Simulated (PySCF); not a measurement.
Core-level binding energies of `CC#[N+][GaH2-][Br]`

C2H5BrGaN.
SMILES with atom numbers: `[CH3:1][C:2]#[N+:3][GaH2-:4][Br:5]`

The calculation used delta-SCF UKS SCAN, pcX-2 on the ionised atom, pcseg-1 elsewhere, spin-free X2C (PySCF 2.14.0). Each binding energy is the total energy of the core-ionised species, with the hole localised on one atom, minus that of the ground state; both are solved self-consistently, so orbital relaxation is included.

List the computed XPS lines with their assignment.

```
atom(s)               bonded to  level  binding energy (eV)  above the level's lowest (eV)  count
     N3  C (triple bond) and Ga   N 1s               406.61                           0.00      1
     C1               C and 3 H   C 1s               293.59                          +0.02      1
     C2   N (triple bond) and C   C 1s               293.57                           0.00      1
```

The 2 C 1s values lie within 0.02 eV of each other; Gaussian lines of 0.5 eV full width would blend them into one maximum.

Which effective nuclear charge Zeff reproduces each element's mean 1s value in the hydrogen-like formula E = 13.606 eV × Zeff²?

C (Z = 6): mean 293.6 eV, Zeff = 4.65, Z − Zeff = 1.35; N (Z = 7): mean 406.6 eV, Zeff = 5.47, Z − Zeff = 1.53. Means run over the listed sites, weighted by atom count.

Express the binding energy of C 1s of C2 in atomic units and per mole.

293.57 eV = 10.7885 Eh = 28325 kJ/mol.

The unrestricted hole states depart most from a pure doublet (⟨S²⟩ = 0.75; over 0.85 named) for C 1s of C2 (0.92), which makes this value less certain. No level of bromine or gallium is listed. Isolated species at its PBE0-D3(BJ)/def2-SVP geometry, gas phase.
